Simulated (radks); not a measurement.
Xe7+, configuration [Kr] 4d10 5s1. All-electron calculation, scalar-relativistic Kohn-Sham, LB94 model potential, spin-polarised, spherical densities, finite nucleus; open shells are filled with parallel spins first (spin-orbit coupling, left out, can overturn this in heavy ions); Fermi nuclear charge, rms radius 4.7859 fm. Program: a radial shooting solver on a logarithmic mesh with Libxc functionals. Some entries of the table are withheld. Estimate them.

orbital  occ.  eigenvalue (eV)  <r> (bohr)  r(max) (bohr)
1s up       1        -34631.61     0.02662        0.01715
1s down     1        -34631.46     0.02662        0.01715
2s up       1        -5492.370      0.1144        0.09686
2s down     1        -5492.293      0.1144        0.09686
2p up       3        -4944.688      0.1000        0.07768
2p down     3        -4944.628      0.1000        0.07768
3s up       1        -1213.199      0.3059         0.2791
3s down     1        -1213.147      0.3059         0.2791
3p up       3        -1035.629      0.3037         0.2729
3p down     3        -1035.584      0.3037         0.2729
3d up       5        -771.3839      0.2798         0.2255
3d down     5        -771.3349      0.2798         0.2255
4s up       1        -300.2476      0.7146         0.6590
4s down     1        -300.1686      0.7155         0.6593
4p down     3        -244.0913      0.7627         0.6921
4p up       3        -244.0672      0.7612         0.6916
4d down     5        -162.0959      0.8616         0.7469
4d up       5        -161.8358      0.8579         0.7453
5s down     0        -111.8532       1.571          1.486
5s up       1        -110.6170       1.574          1.486
5p down     0         -95.2012       1.723          1.630
5p up       0         -94.0598       1.730          1.632
4f down     0              (1)       1.215         0.9373
4f up       0              (2)       1.205         0.9203
5d down     0         -71.2401       2.051            (3)
5d up       0         -70.3811       2.066            (4)
6s down     0              (5)       2.825          2.846
6s up       0              (6)       2.839          2.857

Answer. 
(1) 4f down eigenvalue (eV): -79.1130
(2) 4f up eigenvalue (eV): -78.3674
(3) 5d down r(max) (bohr): 1.950
(4) 5d up r(max) (bohr): 1.958
(5) 6s down eigenvalue (eV): -59.3659
(6) 6s up eigenvalue (eV): -58.9033
